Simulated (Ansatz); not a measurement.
Abridged output of a molecular run in Ansatz:

```
Functional definition: HF
1637 factors; integrals over basis functions are off by at most 7.6e-4 eV
mean field evaluation 1: about -65891.3532 eV, gradient 2.9e1 eV
mean field evaluation 2: about -65891.5819 eV, gradient 2.9e1 eV
mean field evaluation 4: about -65894.4615 eV, gradient 4.2e0 eV
mean field evaluation 8: about -65894.5345 eV, gradient 4.1e-1 eV
mean field evaluation 16: about -65894.5357 eV, gradient 1.2e-6 eV
mean field -65894.53571403 eV, -2421.5795225701 hartree, gradient 1.2e-6 eV, S^2 0.000000; 0 other end points of the search recorded, 0 dependent functions left out
15 core orbitals not correlated: weight in the atoms' cores, before any rotation towards them, 1.000 or more for the frozen orbitals, at most 0.000 for the correlated occupied ones
reference -65894.53571403 eV, -2421.5795225701 hartree; 22, 22 occupied and 207, 207 virtual orbitals, 1637 factors
second order -28.84356018 eV of doubles, -0.00000000 eV of singles
cycle   1  -28.00119146 eV  change    8.4e-1 eV  update   1.3e-1
cycle   2  -28.86948346 eV  change   -8.7e-1 eV  update   3.7e-2
cycle   3  -28.98350683 eV  change   -1.1e-1 eV  update   1.8e-2
cycle   4  -28.96374263 eV  change    2.0e-2 eV  update   4.7e-3
cycle   5  -28.96513658 eV  change   -1.4e-3 eV  update   2.4e-3
cycle   6  -28.96677934 eV  change   -1.6e-3 eV  update   6.7e-4
cycle   7  -28.96647395 eV  change    3.1e-4 eV  update   3.7e-4
cycle   8  -28.96636034 eV  change    1.1e-4 eV  update   1.4e-4
cycle   9  -28.96643361 eV  change   -7.3e-5 eV  update   6.1e-5
cycle  10  -28.96639724 eV  change    3.6e-5 eV  update   1.9e-5
perturbative correction -1.04883877 eV, -0.0385441138 hartree
Total energy: -65924.55095003 eV, -2422.6825621482 hartree
```

Its atoms:

```xyz
10

C    -0.306    0.388    1.650
C     0.290    0.165    0.482
Ge   -0.726   -0.212   -1.133
Te    2.381    0.350    0.315
H     0.239    0.601    2.566
H    -1.390    0.364    1.736
H    -0.533    0.923   -2.150
H    -2.211   -0.347   -0.753
H    -0.219   -1.524   -1.755
H     2.476   -0.708   -0.958
```

(1) Which basis set was used?
A. cc-pV(Q+d)Z
B. def2-QZVPP
C. def2-TZVPP
D. def2-TZVPPD

(2) Write the keys of the input that set method, charge and spin (a neutral closed shell needs none for the last two).

Answers

(1) C. It gives 244 functions.

(2) 
```yaml
correlation: {method: ccsd_t}
```
